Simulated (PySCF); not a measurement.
**SrSe⁺: one state, many levels of theory**

State: ²Π (doublet), unpaired electrons π ↑. Set-up: Sr def2-SVP with ECP28, Se def2-SVP; scalar-relativistic core potentials (PySCF 2.14). De refers to Sr⁺ + Se in their high-spin ground configurations, without counterpoise correction. The functionals are run spin-unrestricted. A positive dipole points towards Se; it is taken about the centre of mass and depends on that origin.

```csv
Level,Re (Å),ωe (cm⁻¹),De (eV),μ (D),"CPU s a point (SCF and correlation, without the integrals)"
UHF,2.821,228,1.31,-13.29,0.23
UHF-MP2,2.787,232,1.99,n/a,0.38
UHF-SCS-MP2,2.794,230,1.97,n/a,n/a
UHF-CCSD,2.796,229,1.91,n/a,n/a
UHF-CCSD(T),2.798,226,1.98,n/a,10
PBE,2.765,227,2.68,-10.40,0.83
r²SCAN,2.764,233,2.65,-11.31,0.85
TPSSh,2.768,231,2.72,-11.18,1
PBE0,2.757,233,2.54,-11.22,1.1
HSE06,2.760,233,2.55,-11.16,1.4
MN15,2.751,236,2.49,-11.54,1
M06-2X,2.770,234,2.43,-11.73,2.4
```

The bond length runs from 2.751 Å (MN15) to 2.821 Å (UHF). De spans 1.31 eV (UHF, mean field) to 2.72 eV (TPSSh, hybrid meta-GGA). Correlation at CCSD(T) changes the Hartree–Fock bond energy by +0.67 eV; the triples alone change it by +0.07 eV.

Correlated steps freeze 9 core orbitals. Correlated levels converge slowly with the basis: in double zeta they bind strong bonds too weakly, by up to about 1 eV, and carry superposition errors of some tenths. Spin–orbit coupling is left out. For an ion De counts to the pair picked by the measured ionisation energies or electron affinities, which need not be the lowest pair at this level. The state is the lowest determinant that a PBE0 search found; another state may lie lower at other levels.

The whole job (state search and all levels along the bond) took about 3.7 min on 1 thread of Oxide Virtual Turin-like (shared host), peak memory 0.72 GiB.
